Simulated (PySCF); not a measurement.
TlTe and its ions

UHF-CCSD(T); Tl cc-pVDZ-PP with ECP60, Te cc-pVDZ-PP with ECP28; scalar-relativistic core potentials (PySCF 2.14). Neutral (UHF): doublet (π ↑), Re = 2.947 Å, ωe = 137 cm⁻¹, De = 2.18 eV.

TlTe⁺ (UHF): triplet (π ↑↑), Re = 3.484 Å, ωe = 69.2 cm⁻¹. The energies at the minima are -438.74878 hartree for TlTe and -438.49919 for TlTe⁺.

(1) Work out the adiabatic ionisation energy, without and with harmonic zero-point energies (1 hartree = 27.2114 eV, 1 eV = 8065.5 cm⁻¹), and the change of the bond length.

Correlated steps freeze 8 core orbitals. Correlated levels converge slowly with the basis: in double zeta they bind strong bonds too weakly, by up to about 1 eV, and carry superposition errors of some tenths. Spin–orbit coupling is left out, which matters for elements this heavy, above all for dissociation energies. States were picked by a PBE0 search and need not be the measured ground states.

## Answers

(1) At UHF-CCSD(T): 0.24959 hartree = 6.792 eV between the minima; the zero-point term (69.2 − 137.0)/2 cm⁻¹ = -0.004 eV makes it 6.787 eV. Re changes by +53.7 pm against the neutral. The electron leaves a π orbital, and the ion is left as a loose complex of an ion and an atom.
